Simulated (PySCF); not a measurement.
Compound: C6H11PS.
Numbering: `[S:1]=[P@:2]12[CH2:3][CH2:4][C@H:5]([CH2:6][CH2:7]1)[CH2:8]2` (hydrogens: H9, H10 on C3; H11, H12 on C4; H13 on C5; H14, H15 on C6; H16, H17 on C7; H18, H19 on C8)

The same species was optimised twice, with GFN2-xTB and with PBE0-D3(BJ)/def2-SVP (PySCF), and the same property calculations (PySCF, gas phase) were run on both structures.

```json
{"coordinate": "C6–C7 (Å)", "GFN2-xTB": "1.537", "PBE0-D3(BJ)/def2-SVP": "1.546", "change": "+0.009"}
{"coordinate": "C3–C4 (Å)", "GFN2-xTB": "1.537", "PBE0-D3(BJ)/def2-SVP": "1.546", "change": "+0.009"}
{"coordinate": "C5–C8 (Å)", "GFN2-xTB": "1.525", "PBE0-D3(BJ)/def2-SVP": "1.531", "change": "+0.006"}
{"coordinate": "C4–C5 (Å)", "GFN2-xTB": "1.538", "PBE0-D3(BJ)/def2-SVP": "1.544", "change": "+0.006"}
{"coordinate": "C5–C6 (Å)", "GFN2-xTB": "1.538", "PBE0-D3(BJ)/def2-SVP": "1.543", "change": "+0.005"}
{"coordinate": "S1=P2 (Å)", "GFN2-xTB": "1.933", "PBE0-D3(BJ)/def2-SVP": "1.938", "change": "+0.005"}
{"coordinate": "P2–C3 (Å)", "GFN2-xTB": "1.846", "PBE0-D3(BJ)/def2-SVP": "1.842", "change": "-0.004"}
{"coordinate": "P2–C7 (Å)", "GFN2-xTB": "1.846", "PBE0-D3(BJ)/def2-SVP": "1.842", "change": "-0.004"}
{"coordinate": "P2–C8 (Å)", "GFN2-xTB": "1.846", "PBE0-D3(BJ)/def2-SVP": "1.844", "change": "-0.002"}
{"coordinate": "C3–P2–C7 (°)", "GFN2-xTB": "98.5", "PBE0-D3(BJ)/def2-SVP": "99.1", "change": "+0.6"}
{"coordinate": "S1–P2–C8 (°)", "GFN2-xTB": "125.6", "PBE0-D3(BJ)/def2-SVP": "125.1", "change": "-0.5"}
{"coordinate": "C4–C5–C8 (°)", "GFN2-xTB": "105.9", "PBE0-D3(BJ)/def2-SVP": "105.4", "change": "-0.5"}
{"coordinate": "C7–P2–C8 (°)", "GFN2-xTB": "91.8", "PBE0-D3(BJ)/def2-SVP": "92.2", "change": "+0.4"}
{"coordinate": "C6–C5–C8 (°)", "GFN2-xTB": "105.8", "PBE0-D3(BJ)/def2-SVP": "105.4", "change": "-0.4"}
{"coordinate": "C3–P2–C8 (°)", "GFN2-xTB": "91.8", "PBE0-D3(BJ)/def2-SVP": "92.1", "change": "+0.3"}
{"coordinate": "P2–C7–C6 (°)", "GFN2-xTB": "104.3", "PBE0-D3(BJ)/def2-SVP": "104.0", "change": "-0.3"}
{"coordinate": "S1–P2–C3 (°)", "GFN2-xTB": "120.8", "PBE0-D3(BJ)/def2-SVP": "120.6", "change": "-0.2"}
```

Rotational constants: A = 2804, B = 1177, C = 1062 MHz (GFN2-xTB) against A = 2789, B = 1176, C = 1060 MHz (PBE0-D3(BJ)/def2-SVP). Point groups within 0.08 Å: Cs and Cs.

On the GFN2-xTB structure: HOMO (eV) -6.36 [PBE0/pcSseg-1]; LUMO (eV) 0.59 [PBE0/pcSseg-1]; dipole (D) 5.14 [PBE0/pcSseg-1]; GIAO shielding of S1 (ppm) 783.1 [PBE0/pcSseg-1]; GIAO shielding of P2 (ppm) 272.8 [PBE0/pcSseg-1]; GIAO shielding of C3/C7 (mean) (ppm) 155.1 [PBE0/pcSseg-1]; GIAO shielding of C4/C6 (mean) (ppm) 154.1 [PBE0/pcSseg-1]; GIAO shielding of C5 (ppm) 151.9 [PBE0/pcSseg-1]; GIAO shielding of C8 (ppm) 147.3 [PBE0/pcSseg-1].

Question: What do these properties become on the PBE0-D3(BJ)/def2-SVP structure?

Answer: 
| property | level | on GFN2-xTB | on PBE0-D3(BJ)/def2-SVP | change |
| --- | --- | --- | --- | --- |
| HOMO (eV) | PBE0/pcSseg-1 | -6.36 | -6.35 | +0.01 |
| LUMO (eV) | PBE0/pcSseg-1 | 0.59 | 0.57 | -0.02 |
| dipole (D) | PBE0/pcSseg-1 | 5.14 | 5.16 | +0.02 |
| energy, GFN2-xTB geometry as zero (kcal/mol) | PBE0/pcSseg-1 | 0.0 | -0.2 | -0.2 |
| GIAO shielding of S1 (ppm) | PBE0/pcSseg-1 | 783.1 | 779.6 | -3.5 |
| GIAO shielding of P2 (ppm) | PBE0/pcSseg-1 | 272.8 | 271.3 | -1.5 |
| GIAO shielding of C3/C7 (mean) (ppm) | PBE0/pcSseg-1 | 155.1 | 154.0 | -1.1 |
| GIAO shielding of C4/C6 (mean) (ppm) | PBE0/pcSseg-1 | 154.1 | 152.4 | -1.7 |
| GIAO shielding of C5 (ppm) | PBE0/pcSseg-1 | 151.9 | 150.4 | -1.5 |
| GIAO shielding of C8 (ppm) | PBE0/pcSseg-1 | 147.3 | 145.5 | -1.8 |

The heavy atoms differ by 0.007 Å rms after alignment. Among bonds between heavy atoms C3–C4 and C6–C7 change most and about equally (+0.009 Å). Changes are differences of the printed values. Neither structure is proved a minimum here.
